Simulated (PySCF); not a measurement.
NMR data simulated for an unnamed compound:

¹H NMR (400 MHz, computed): δ 7.29 (m, 1H), 7.16 (m, 1H), 4.24 (m, 2H), 4.23 (d, 3H), 0.74 (m, 2H), 0.25 (m, 2H), -0.23 (m, 1H).

¹³C{¹H} NMR (computed): δ 157.8 (CH), 152.9 (CH), 3.2 (CH2), -8.1 (CH).

[PySCF 2.14.0 with density-fitted response routines: shielding tensors at PBE0/pcSseg-1 (GIAO); geometry: GFN2-xTB; one averaged value for each set of equivalent atoms; a single conformation; no relativistic terms; in vacuum]

Scale: ¹H and ¹³C vs TMS (reference shieldings calculated alike).

Task: Which of these does the molecule contain: a Si–H bond, a non-aromatic C=C double bond, a three-membered ring, a C≡C triple bond, a nitrile, an OH group?

Result: 
- A Si–H bond: yes (δH 4.23 (d)).
- A non-aromatic C=C double bond: yes.
- A three-membered ring: yes.
- A C≡C triple bond: no.
- A nitrile: no.
- An OH group: no.

The data belong to `[SiH3]/C=C/[SiH2]C1CC1`, C$_{5}$H$_{12}$Si$_{2}$; they needn't prove each group on their own.

Carbon signals by region: 2 in the sp2 and nitrile region (100–160 ppm), 2 below 50 ppm.

Shifts are as computed. Against solution values, carbons near 30 ppm lie about +3 ppm off and those near 130 ppm about +5 ppm. Of 1309 compounds with measured shifts, 239 miss one by over three times the rms of a fit or turn the order of signals round; such compounds aren't used in these exercises. Multiplicities follow the n + 1 count of equivalent neighbours, as no J values were calculated; m marks all less simple cases, F and P coupling included.
